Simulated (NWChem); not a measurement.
**Atomisation of HgI₂**

SMILES: [I][Hg][I]
```xyz
3

Hg     0.0000     0.0000     0.0000
I      0.0000     0.0000    -2.6347
I      0.0000     0.0000     2.6347
```
Charge 0, spin multiplicity 1.

Everything below was run with NWChem. Structure: optimised with PBE/def2-SVP with def2 effective core potentials on I, Hg, a minimum by its harmonic frequencies.

Basis set: def2-TZVP. The atomisation energy is electronic alone: no zero-point, thermal, spin-orbit or counterpoise terms. No value is extrapolated to the basis-set limit. Free atoms are single determinants with multiplicities Hg 1, I 2.

Effective core potentials replace the inner electrons of I, Hg; spin-orbit coupling is left out. B3LYP has NWChem's definition, with VWN1-RPA local correlation. The structure started from a generated list of species. No SCF solution was tested for a lower state. Open-shell Hartree-Fock references start from PBE0 orbitals.

Problem. For the atomisation energy, HF gives 48.9 kcal/mol and B3LYP gives 68.3 kcal/mol. What do PBE0, PBE, BP86 give?

Solution. PBE0: 78.2 kcal/mol; PBE: 78.3 kcal/mol; BP86: 75.7 kcal/mol.
